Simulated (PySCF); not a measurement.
Ge(F)3(SiH3) (F₃GeH₃Si), SMILES [F][Ge]([F])([F])[SiH3].

Coordinates come from a B3LYP-D3(BJ)/def2-SVP optimisation. This is a generated structure with no PubChem entry under its InChIKey; it may be hypothetical.

Two levels are set side by side: TDDFT-PBE/def2-SVPD (PySCF) and TDDFT-PBE0/def2-SVPD (PySCF). Vertical, same geometry. The lowest singlet is HOMO→LUMO 89 % with PBE and HOMO→LUMO+2 91 % with the other functional; states are paired by order. Differences are taken from unrounded values.

```json
[
 {"quantity": "lowest singlet excitation (eV)", "TDDFT-PBE0": "7.89"},
 {"quantity": "lowest triplet excitation (TDA) (eV)", "TDDFT-PBE0": "6.66"},
 {"quantity": "first bright state (f over 0.05) (eV)", "TDDFT-PBE0": "7.97"},
 {"quantity": "its oscillator strength", "TDDFT-PBE0": "0.51"}
]
```

What does TDDFT-PBE give, and how far is it from TDDFT-PBE0? (The exact figures need the calculation; the answer reports its results.)


```
quantity                               TDDFT-PBE  TDDFT-PBE minus TDDFT-PBE0
-------------------------------------  ---------  --------------------------
lowest singlet excitation (eV)              7.16                       -0.73
lowest triplet excitation (TDA) (eV)        6.12                       -0.54
first bright state (f over 0.05) (eV)       7.16                       -0.80
its oscillator strength                     0.34                       -0.17
```

Functionals without exact exchange tend to place singlet excitations lower, as here. Differences between two approximate levels are no errors against the true value.

Rough cost on one machine, each run with all the roots and properties that it gave: TDDFT-PBE0 against TDDFT-PBE about 4 times.
